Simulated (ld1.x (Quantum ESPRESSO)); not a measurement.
# calcium TM: all-electron and pseudo phase curves

```
Element                 : Ca (Z = 20)
Generator               : ld1.x (Quantum ESPRESSO) 7.5
Type                    : norm-conserving Troullier–Martins (Kleinman–Bylander form)
Functional              : LDA (PZ)
Relativity              : scalar-relativistic
Frozen core             : [Ne] 3s2
Valence charge          : 8
Reference configuration : 3p6 3d0 4s1 4p1
Partial waves           : 3p (bound): rc 1.10 bohr; 3d (bound, empty): rc 2.85 bohr; 4s (bound): rc 3.15 bohr
Local potential         : the s channel
Core correction         : none
```

Occupied shells without a wave of their own: 4p. They enter only through the test configuration that unscreens the potential.

The phase is arctan(r·u′/u) with u = r·R(r), unwrapped; energies in Ry, scanned from -4 to 5 Ry. A pole is an energy at which the radial function vanishes at the test radius. The pseudo phase is shifted by a multiple of π to meet the all-electron one at the reference energy, and phase errors are pseudo minus all-electron; the curves can meet again beyond the range given. Levels narrower than the energy grid can be missing from the lists of poles.

| channel | radius (bohr) | reference energy (Ry) | poles, all-electron | poles, pseudo | unbroken range about the reference energy with phases within 0.05 rad | phase error 1 Ry above the reference energy (rad) |
| --- | --- | --- | --- | --- | --- | --- |
| s | 3.40 | -0.33 | -3.53, 0.91 | 0.81, 3.81 | -3.5 to 1.4 | -0.017 |
| p | 3.40 | -2.16 | -2.13, 1.56 | -2.13, 2.60 | below -0.7 | +0.017 |
| d | 3.40 | -0.24 | -0.06, 2.64 | -0.05, 4.05 | below 0.3 | +0.247 |

The potential misses its own reference levels by up to 0.4 eV.

Phases in the d channel:

```csv
E (Ry),all-electron,pseudo
-4.00,1.422,1.423
-3.52,1.412,1.413
-3.04,1.400,1.400
-2.56,1.384,1.385
-2.08,1.362,1.364
-1.60,1.330,1.333
-1.12,1.274,1.279
-0.64,1.116,1.128
-0.16,-1.344,-1.339
0.32,-1.863,-1.809
0.80,-2.333,-2.044
1.28,-3.955,-2.708
1.76,-4.491,-4.008
2.24,-4.642,-4.421
2.72,-4.724,-4.563
3.20,-4.793,-4.636
3.68,-4.876,-4.684
4.16,-5.045,-4.720
4.64,-5.881,-4.752
```
